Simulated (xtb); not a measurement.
Harmonic IR lines of one isomer of C₅H₆, unscaled. Calculation: GFN2-xTB run with xtb 6.7.1.

wavenumber (cm⁻¹): 730 (m), 789 (w), 947 (w), 980 (vw), 1069 (w), 1124 (w), 1315 (m), 1634 (w), 1962 (vs), 2982 (m), 3000 (m), 3038 (vw), 3053 (s), 3208 (w), 3230 (w)

Which structure gives these lines?
A. `C=C1[C@H]2C[C@@H]12`
B. `C#CCC=C`
C. `CC=C1C=C1`
D. `C=C1C=CC1`

C, `CC=C1C=C1`
